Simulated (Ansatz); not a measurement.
Born–Oppenheimer molecular dynamics of H₆NOPSi (10 atoms, charge 0, multiplicity 1). It starts from a relaxed structure.

These are results of RKS LDA/6-31G* (Ansatz 0.2.0), not measurements.

| Item | Value |
| --- | --- |
| ensemble | NVT, Langevin thermostat |
| time step | 0.5 fs |
| steps asked | 150 |
| set temperature | 500 K |
| friction | 0.01 /fs |
| seed | 559811 |

Frames 0.5 fs apart, positions in Å, forces in eV/Å.

Velocities at 55.0 fs (Å/ps):

```
O -7.28 0.75 -1.28
Si 2.09 -5.61 0.17
N -0.15 0.36 3.76
P -0.46 -3.06 2.64
H 37.54 -6.44 7.43
H 27.80 -1.52 -10.52
H -7.68 45.94 33.66
H 18.40 8.17 -3.74
H -13.62 34.27 -16.44
H -3.99 20.61 9.01
```

```xyz
10
Properties=species:S:1:pos:R:3:forces:R:3 time_fs=55.0 energy_less_start_eV=0.445 T=438
O -1.096 0.454 -1.547 -0.31 0.92 -0.01
Si 0.383 -0.020 -1.017 1.25 -0.80 0.75
N 0.336 -0.993 0.444 1.28 -1.99 -0.54
P -0.045 -0.391 2.032 -0.49 -0.60 -0.62
H -1.188 1.438 -1.553 -0.13 -0.50 0.00
H 1.286 1.158 -0.617 -0.46 -0.07 -0.40
H 1.010 -0.888 -2.115 -0.16 0.24 0.46
H 0.842 -1.985 0.390 -1.54 2.54 0.31
H -1.090 0.554 1.565 0.91 -0.17 0.35
H 1.069 0.497 2.332 -0.34 0.43 -0.30
10
Properties=species:S:1:pos:R:3:forces:R:3 time_fs=55.5 energy_less_start_eV=0.444 T=456
O -1.099 0.455 -1.548 -0.09 0.64 0.07
Si 0.384 -0.023 -1.017 1.02 -0.43 1.01
N 0.336 -0.993 0.446 1.28 -1.93 -0.59
P -0.045 -0.392 2.034 -0.61 -0.31 -0.66
H -1.169 1.435 -1.549 -0.21 -0.23 -0.02
H 1.300 1.157 -0.623 -0.55 -0.13 -0.40
H 1.007 -0.864 -2.097 0.01 -0.04 0.14
H 0.850 -1.978 0.388 -1.53 2.47 0.34
H -1.096 0.572 1.558 1.07 -0.37 0.43
H 1.066 0.508 2.336 -0.39 0.33 -0.33
10
Properties=species:S:1:pos:R:3:forces:R:3 time_fs=56.0 energy_less_start_eV=0.444 T=456
O -1.104 0.456 -1.548 0.13 0.38 0.15
Si 0.385 -0.026 -1.016 0.74 -0.03 1.31
N 0.336 -0.994 0.448 1.23 -1.73 -0.63
P -0.045 -0.394 2.035 -0.70 -0.04 -0.68
H -1.151 1.432 -1.544 -0.28 0.02 -0.04
H 1.312 1.157 -0.630 -0.63 -0.18 -0.40
H 1.004 -0.840 -2.079 0.20 -0.36 -0.22
H 0.854 -1.966 0.388 -1.45 2.25 0.36
H -1.098 0.589 1.552 1.19 -0.55 0.50
H 1.063 0.520 2.338 -0.43 0.24 -0.35
10
Properties=species:S:1:pos:R:3:forces:R:3 time_fs=56.5 energy_less_start_eV=0.446 T=452
O -1.108 0.456 -1.549 0.33 0.20 0.22
Si 0.386 -0.029 -1.015 0.43 0.38 1.62
N 0.336 -0.994 0.450 1.08 -1.38 -0.66
P -0.045 -0.395 2.036 -0.77 0.18 -0.69
H -1.135 1.431 -1.541 -0.32 0.19 -0.05
H 1.323 1.156 -0.637 -0.69 -0.23 -0.39
H 1.002 -0.818 -2.062 0.41 -0.69 -0.60
H 0.855 -1.949 0.389 -1.28 1.87 0.37
H -1.098 0.604 1.548 1.26 -0.69 0.54
H 1.057 0.532 2.340 -0.44 0.16 -0.36
10
Properties=species:S:1:pos:R:3:forces:R:3 time_fs=57.0 energy_less_start_eV=0.452 T=450
O -1.112 0.457 -1.550 0.52 0.12 0.29
Si 0.388 -0.032 -1.014 0.12 0.78 1.92
N 0.336 -0.995 0.452 0.83 -0.84 -0.65
P -0.045 -0.397 2.037 -0.81 0.40 -0.71
H -1.119 1.432 -1.538 -0.36 0.24 -0.06
H 1.333 1.156 -0.646 -0.75 -0.26 -0.37
H 1.003 -0.800 -2.045 0.62 -1.00 -0.97
H 0.853 -1.927 0.392 -1.00 1.30 0.35
H -1.095 0.618 1.544 1.29 -0.81 0.58
H 1.050 0.545 2.341 -0.46 0.08 -0.37
10
Properties=species:S:1:pos:R:3:forces:R:3 time_fs=57.5 energy_less_start_eV=0.470 T=452
O -1.116 0.458 -1.550 0.69 0.08 0.36
Si 0.389 -0.035 -1.013 -0.17 1.13 2.16
N 0.337 -0.996 0.454 0.44 -0.07 -0.62
P -0.045 -0.398 2.039 -0.81 0.60 -0.72
H -1.105 1.433 -1.535 -0.38 0.24 -0.07
H 1.343 1.156 -0.658 -0.81 -0.30 -0.35
H 1.004 -0.785 -2.032 0.80 -1.26 -1.30
H 0.848 -1.902 0.396 -0.58 0.50 0.31
H -1.089 0.631 1.540 1.29 -0.91 0.60
H 1.043 0.560 2.341 -0.47 -0.02 -0.38
10
Properties=species:S:1:pos:R:3:forces:R:3 time_fs=58.0 energy_less_start_eV=0.510 T=408
O -1.120 0.460 -1.551 0.86 0.04 0.43
Si 0.391 -0.038 -1.012 -0.44 1.43 2.35
N 0.339 -0.997 0.456 -0.09 0.91 -0.58
P -0.045 -0.400 2.040 -0.81 0.78 -0.73
H -1.091 1.435 -1.534 -0.40 0.24 -0.08
H 1.350 1.157 -0.669 -0.85 -0.33 -0.32
H 1.007 -0.773 -2.022 0.95 -1.48 -1.57
H 0.840 -1.877 0.399 -0.02 -0.51 0.27
H -1.081 0.642 1.537 1.27 -0.98 0.62
H 1.034 0.574 2.341 -0.48 -0.10 -0.38
10
Properties=species:S:1:pos:R:3:forces:R:3 time_fs=58.5 energy_less_start_eV=0.569 T=379
O -1.124 0.461 -1.551 1.03 0.03 0.49
Si 0.392 -0.041 -1.011 -0.66 1.65 2.45
N 0.340 -0.998 0.458 -0.72 2.04 -0.53
P -0.046 -0.401 2.042 -0.79 0.93 -0.73
H -1.079 1.436 -1.534 -0.42 0.22 -0.09
H 1.356 1.157 -0.679 -0.88 -0.35 -0.29
H 1.012 -0.764 -2.015 1.05 -1.62 -1.74
H 0.833 -1.852 0.404 0.63 -1.67 0.21
H -1.072 0.651 1.537 1.23 -1.04 0.62
H 1.024 0.589 2.338 -0.47 -0.18 -0.38
10
Properties=species:S:1:pos:R:3:forces:R:3 time_fs=59.0 energy_less_start_eV=0.635 T=304
O -1.127 0.462 -1.552 1.18 0.04 0.54
Si 0.394 -0.044 -1.010 -0.83 1.79 2.44
N 0.341 -0.999 0.460 -1.34 3.14 -0.48
P -0.046 -0.403 2.043 -0.75 1.05 -0.72
H -1.067 1.439 -1.535 -0.44 0.16 -0.10
H 1.360 1.157 -0.690 -0.90 -0.36 -0.27
H 1.019 -0.759 -2.012 1.09 -1.69 -1.81
H 0.826 -1.831 0.408 1.28 -2.79 0.15
H -1.060 0.657 1.538 1.15 -1.07 0.61
H 1.014 0.603 2.334 -0.44 -0.25 -0.36
10
Properties=species:S:1:pos:R:3:forces:R:3 time_fs=59.5 energy_less_start_eV=0.673 T=266
O -1.130 0.464 -1.552 1.30 0.01 0.59
Si 0.395 -0.046 -1.009 -0.91 1.81 2.32
N 0.343 -1.000 0.462 -1.81 3.95 -0.47
P -0.047 -0.404 2.044 -0.69 1.13 -0.69
H -1.058 1.441 -1.538 -0.44 0.14 -0.11
H 1.361 1.157 -0.700 -0.90 -0.36 -0.23
H 1.027 -0.759 -2.012 1.04 -1.66 -1.75
H 0.822 -1.818 0.413 1.78 -3.64 0.10
H -1.045 0.660 1.540 1.04 -1.07 0.58
H 1.003 0.616 2.328 -0.41 -0.31 -0.34
10
Properties=species:S:1:pos:R:3:forces:R:3 time_fs=60.0 energy_less_start_eV=0.658 T=250
O -1.133 0.466 -1.552 1.41 -0.04 0.63
Si 0.396 -0.049 -1.008 -0.92 1.72 2.07
N 0.344 -0.999 0.464 -1.99 4.25 -0.48
P -0.047 -0.406 2.045 -0.60 1.17 -0.64
H -1.050 1.442 -1.542 -0.45 0.14 -0.11
H 1.358 1.157 -0.710 -0.88 -0.34 -0.20
H 1.037 -0.762 -2.017 0.92 -1.54 -1.57
H 0.820 -1.813 0.418 1.97 -3.97 0.08
H -1.026 0.660 1.542 0.89 -1.02 0.54
H 0.992 0.629 2.320 -0.36 -0.36 -0.30
10
Properties=species:S:1:pos:R:3:forces:R:3 time_fs=60.5 energy_less_start_eV=0.579 T=308
O -1.135 0.468 -1.552 1.50 -0.07 0.66
Si 0.397 -0.051 -1.007 -0.88 1.54 1.71
N 0.344 -0.998 0.465 -1.75 3.83 -0.53
P -0.047 -0.407 2.045 -0.50 1.16 -0.58
H -1.044 1.443 -1.545 -0.45 0.12 -0.12
H 1.352 1.156 -0.721 -0.83 -0.31 -0.17
H 1.048 -0.770 -2.026 0.75 -1.35 -1.29
H 0.823 -1.818 0.422 1.76 -3.59 0.09
H -1.006 0.657 1.545 0.70 -0.93 0.49
H 0.980 0.640 2.313 -0.30 -0.40 -0.27
```

Of the whole run (75 fs, mean temperature of the second half 370 K): The mean temperature of the second half is 26 % below the set value. A run of 0.075 ps of so small a system gives no equilibrium averages.

Time of the run: 73 s on 1 thread of AMD EPYC 9R45 (Zen 5), on a shared host, peak memory 0.12 GiB.
